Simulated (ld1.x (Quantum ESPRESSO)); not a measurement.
**An all-electron radial function and its pseudo partner (Os (Z = 76))**

Columns: radius, all-electron u(r) and pseudo u(r) of the 6p shell (level -1.27 eV) of osmium in the configuration [Xe] 4f14 5d6 6s2 6p0; PBE, scalar-relativistic, TM semilocal scheme, ld1.x (Quantum ESPRESSO) 7.5.

| r (bohr) | all-electron | pseudo |
| --- | --- | --- |
| 0.190 | -0.0429 | 0.0028 |
| 0.380 | 0.1143 | 0.0110 |
| 0.570 | -0.0321 | 0.0248 |
| 0.760 | -0.1661 | 0.0440 |
| 0.950 | -0.1935 | 0.0686 |
| 1.140 | -0.1430 | 0.0984 |
| 1.330 | -0.0549 | 0.1333 |
| 1.520 | 0.0434 | 0.1725 |
| 1.710 | 0.1375 | 0.2153 |
| 1.900 | 0.2208 | 0.2604 |
| 2.090 | 0.2913 | 0.3060 |
| 2.280 | 0.3489 | 0.3500 |
| 2.470 | 0.3947 | 0.3902 |
| 2.660 | 0.4299 | 0.4246 |
| 2.850 | 0.4558 | 0.4520 |
| 3.040 | 0.4737 | 0.4717 |
| 3.230 | 0.4849 | 0.4842 |
| 3.420 | 0.4904 | 0.4903 |
| 3.610 | 0.4913 | 0.4913 |
| 3.800 | 0.4885 | 0.4885 |
| 3.990 | 0.4826 | 0.4826 |
| 4.180 | 0.4744 | 0.4744 |
| 4.370 | 0.4643 | 0.4643 |
| 4.560 | 0.4528 | 0.4528 |
| 4.750 | 0.4403 | 0.4403 |
| 4.940 | 0.4269 | 0.4269 |

**Question.** How many radial nodes do the two functions have?

**Answer.** The all-electron 6p function has n − l − 1 = 4 (the table is too coarse to show those close to the nucleus); the pseudo-wave has 0, since the states of the same l below it are removed with the core.

**Question.** At about which radius was the pseudo-wave matched?

**Answer.** 3.80 bohr. The columns agree to 0.0005 from 3.42 bohr on; several derivatives are matched, so the curves merge somewhat inside the radius.

**Question.** Where does each function peak?

**Answer.** Outermost all-electron maximum near 3.61 bohr, pseudo maximum near 3.61 bohr (to the table’s step).

**Question.** Is the pseudo-wave norm-conserving?

**Answer.** Yes: the TM semilocal scheme keeps the norm inside the radius equal to the all-electron one, which fixes the energy derivative of the logarithmic derivative at the level.
